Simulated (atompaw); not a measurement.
## Before and after: PAW (atompaw) potential for molybdenum

* Element: Mo (Z = 42)
* Generator: atompaw 4.2.0.5
* Type: PAW
* Functional: PBE
* Relativity: scalar-relativistic
* Frozen core: [Ar] 3d10
* Valence charge: 14
* Reference configuration: 4s2 4p6 4d5 5s0.75 5p0.25
* Partial waves: 4s (bound): rc 1.30 bohr; 5s (bound): rc 2.70 bohr; 4p (bound): rc 2.20 bohr; 5p (bound): rc 2.70 bohr; 4d (bound): rc 2.05 bohr; 4d channel at 1.5 Ry: rc 2.70 bohr
* Local potential: ultrasoft scheme with l = 3 at 0.5 Ry, radius 2.50 bohr
* Core correction: smooth core density matched at 1.75 bohr
* Augmentation charge: besselshape compensation charge, radius 2.65 bohr; PAW radius 2.70 bohr; waves and projectors: custom rrkj vanderbiltortho

Change: local potential bessel scheme, radius 2.50 bohr.

Cutoffs: the cutoffs (Ry, on a coarse ladder) from which the occupation-weighted sum of valence levels, in a spherical-Bessel basis at the reference potential, stays within 10 and 1 mRy of its value at 400 Ry; they do not see the model core or the augmentation charge, which bear on the density cutoff.

What does the change do?

The potential gets neither clearly harder nor softer (25 Ry and 45 Ry → 25 Ry and 45 Ry); the range in which the s phases agree widens (upper end 1.9 → 3.0); neither file shows a bound ghost.

| quantity | base | changed |
| --- | --- | --- |
| cutoff, loose | 25 Ry | 25 Ry |
| cutoff, tight | 45 Ry | 45 Ry |
| bound ghosts | none | none |
| s: phases at 2.71 bohr within 0.05 rad from the reference energy up to (Ry; the scan ends near 5) | 1.9 | 3.0 |
| p: phases at 2.71 bohr within 0.05 rad from the reference energy up to (Ry; the scan ends near 5) | 4.8 | to the end of the scan |
| d: phases at 2.71 bohr within 0.05 rad from the reference energy up to (Ry; the scan ends near 5) | to the end of the scan | to the end of the scan |
| lowest overlap eigenvalue by channel | s 0.38, p 0.62, d 0.61 | s 0.42, p 0.64, d 0.62 |

 The cutoffs see the waves, projectors and local potential, not the compensation charge or the core.
